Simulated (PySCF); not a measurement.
Te(Et)(tBu), C₆H₁₄Te, SMILES CC[Te]C(C)(C)C (GFN2-xTB optimised geometry):

```
21

Te    -0.739    -0.789     0.000
C     -0.981     1.382     0.000
C     -2.417     1.771     0.280
H     -0.671     1.765    -0.970
H     -0.323     1.796     0.761
H     -2.735     1.402     1.253
H     -3.082     1.357    -0.474
H     -2.523     2.855     0.272
C      1.477    -0.789     0.000
C      1.911    -2.236    -0.171
C      1.993     0.052    -1.155
C      1.992    -0.244     1.322
H      2.999    -2.304    -0.166
H      1.548    -2.642    -1.113
H      1.527    -2.855     0.638
H      1.615    -0.319    -2.106
H      1.696     1.093    -1.043
H      3.082     0.016    -1.185
H      1.673     0.786     1.472
H      1.633    -0.844     2.155
H      3.082    -0.261     1.334
```

Level of theory: PBE0/def2-SVP, def2 effective core potentials past Kr (PySCF).

**Question.** What are the frontier orbital energies and the dipole moment?

**Answer.** HOMO-2 -8.17 eV, HOMO-1 -7.50 eV, HOMO -5.48 eV, LUMO -0.26 eV, LUMO+1 0.82 eV; dipole moment 1.45 D.

On the same geometry PySCF with PBE/def2-SVP, def2 effective core potentials past Kr gives HOMO-2 -7.01 eV, HOMO-1 -6.43 eV, HOMO -4.42 eV, LUMO -1.09 eV, LUMO+1 -0.10 eV; dipole moment 1.38 D.
